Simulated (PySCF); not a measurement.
Species: C7H6F3 (charge +1).
Numbering: `[F:1][C:2]([F:3])=[C:4]([F:5])[C@@H:6]1[CH+:7][CH:8]=[CH:9][CH2:10]1`

NICS is the negative of the GIAO shielding at a point without a nucleus: at the ring centre (0) and 1 Å above and below it (1); zz is the component along the ring normal. Level: GIAO PBE0/pcSseg-1 (PySCF, non-relativistic, gas phase) on the GFN2-xTB geometry, one conformer.

Ring bond lengths (Å), with Mayer bond orders in brackets: C6–C7 1.477 (1.05), C7–C8 1.377 (1.42), C8–C9 1.387 (1.38), C9–C10 1.452 (1.11), C10–C6 1.538 (0.98).

Give the NICS values of each ring in ppm.

```
           ring                                                    type  NICS(0)  NICS(1), two faces  NICS(1)zz, two faces  rms pucker (Å)  centre to ring atoms, mean (Å)
C6–C7–C8–C9–C10  5-membered carbocycle; formal bonds 1 double, 4 single      1.3         -5.5 / -5.3           -9.8 / -9.7            0.02                            1.23
```

What can be read from them?

- C6–C7–C8–C9–C10: mean NICS(1)zz -9.8 ppm, shielded. C6, C10 have four or more neighbours; no verdict on aromaticity is drawn. NICS(0) lies 7 ppm above the mean NICS(1).

What field does 9.4 T along the ring normal induce along that normal at the second NICS(1) probe listed for ring C6–C7–C8–C9–C10, 1 Å off the ring?

NICSzz × B0 = -9.7 ppm × 9.4 T = -91 μT, against the applied field.

List the ring angles and the Hirshfeld charges of the ring atoms.

- C6–C7–C8–C9–C10: C6 103.5° (-0.013 e), C7 111.3° (+0.133 e), C8 109.0° (+0.012 e), C9 111.4° (+0.153 e), C10 104.6° (-0.036 e); sum 539.8° against 540° for a flat convex ring.

How shielded are the nuclei of the rings and their hydrogens (means over atoms taken as equivalent)?

```csv
atoms,environment,σ isotropic (ppm),"principal values of the symmetric part, first atom (ppm)"
C6,allylic carbon,120.3,"102.6, 118.3, 140.0"
C7,carbon bonded to 2 C and H,-66.8,"-211.0, -123.0, 133.7"
C8,carbon bonded to 2 C and H,31.1,"-42.8, -15.4, 151.5"
C9,carbon bonded to 2 C and H,-64.9,"-200.8, -135.2, 141.3"
C10,allylic carbon,126.2,"103.3, 128.0, 147.2"
H on C6,methine hydrogen,26.82,"22.4, 25.9, 32.1"
H on C7,hydrogen on carbon,20.46,"12.4, 22.1, 26.9"
H on C8,hydrogen on carbon,23.08,"21.6, 22.7, 24.9"
H on C9,hydrogen on carbon,20.48,"14.3, 21.7, 25.5"
H on C10,methylene hydrogen,27.04,"22.0, 26.1, 33.1"
H on C10,methylene hydrogen,27.12,"21.8, 27.3, 32.2"
```

Conformer computed: `[F:1][C:2]([F:3])=[C:4]([F:5])[C@@H:6]1[CH+:7][CH:8]=[CH:9][CH2:10]1`: C2–C4–C6–C7 -115°.
